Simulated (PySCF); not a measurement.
Levels of Cr¹⁹⁺ from EOM-EA-GCCSD

Reference: closed-shell Cr²⁰⁺, [He] 2s2; one electron is added. Calculated with PySCF 2.14, two-component X2C-1e with screened spin-orbit coupling, an even-tempered Gaussian basis (17 s from 1.2 bohr⁻², ratio 2.6; 12 p from 1.5 bohr⁻², ratio 2.6; 7 d from 1.5 bohr⁻², ratio 2.8; 4 f from 33 bohr⁻², ratio 2.8); frozen nothing; the 34 highest virtual spinors dropped; of the others 50 kept and the rest restored at second order. No Breit or QED terms. Binding energies in eV.

```csv
level,Koopmans
2p1/2,1496.8
2p3/2,1486.0
```

Q: How does correlation move these levels?

A: 2p1/2: second order 1497.4, EOM-CCSD 1496.2; 2p3/2: second order 1486.8, EOM-CCSD 1485.8.

For comparison, the ionisation energy of Cr¹⁹⁺ is 1495.1 ± 0.7 eV (semi-empirical (NIST evaluation); NIST Atomic Spectra Database, ionization energies).

Only part of the computed levels is shown.

The screened spin-orbit operator tends to give fine-structure splittings of light species too large.
